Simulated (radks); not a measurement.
All-electron atom: a nucleus of charge 81.5 with 81 electrons in [Hg] 6p1.

All-electron calculation, non-relativistic Kohn-Sham, PBE, spin-polarised, spherical densities, point nucleus; open shells are filled with parallel spins first (spin-orbit coupling, left out, can overturn this in heavy ions); relativity is left out, which matters for an element this heavy. Program: a radial shooting solver on a logarithmic mesh with Libxc functionals.

Energy parts (eV):
total: -523693.66
kinetic: 523571.14
electron-nucleus: -1246182.46
Hartree: 208692.99
exchange-correlation: -9775.33

Orbitals (lengths in bohr, moments of r in powers of bohr; <r^-3> diverges for s and p1/2):
| orbital | occ. | eigenvalue (eV) | <r^-3> |
|---|---|---|---|
| 1s up | 1 | -77995.28 | - |
| 1s down | 1 | -77995.28 | - |
| 2s up | 1 | -13122.69 | - |
| 2s down | 1 | -13122.69 | - |
| 2p up | 3 | -12633.58 | 19240 |
| 2p down | 3 | -12633.57 | 19240 |
| 3s up | 1 | -3121.044 | - |
| 3s down | 1 | -3121.040 | - |
| 3p up | 3 | -2888.693 | 4223 |
| 3p down | 3 | -2888.688 | 4223 |
| 3d up | 5 | -2455.083 | 755.9 |
| 3d down | 5 | -2455.079 | 755.9 |
| 4s up | 1 | -687.8557 | - |
| 4s down | 1 | -687.8477 | - |
| 4p up | 3 | -586.1493 | 1014 |
| 4p down | 3 | -586.1406 | 1014 |
| 4d up | 5 | -398.5292 | 161.7 |
| 4d down | 5 | -398.5200 | 161.7 |
| 4f up | 7 | -144.8364 | 36.72 |
| 4f down | 7 | -144.8260 | 36.72 |
| 5s up | 1 | -112.4547 | - |
| 5s down | 1 | -112.4325 | - |
| 5p up | 3 | -78.7233 | 184.5 |
| 5p down | 3 | -78.6970 | 184.6 |
| 5d up | 5 | -24.7963 | 19.01 |
| 5d down | 5 | -24.7016 | 19.12 |
| 6s up | 1 | -11.9258 | - |
| 6s down | 1 | -11.2964 | - |
| 6p up | 1 | -6.2819 | 12.55 |
| 6p down | 0 | -5.5976 | 12.66 |

The highest occupied level is 6p up at -6.282 eV. The electron density at the nucleus is 3.89e+05 e/bohr^3. The spin density at the nucleus is -0.6411 e/bohr^3 (1s -0.0239, 2s 0.0057, 3s 0.0082, 4s -0.0022, 5s 0.0097, 6s -0.6386). The density falls to 0.001 e/bohr^3 at r = 4.58 bohr.
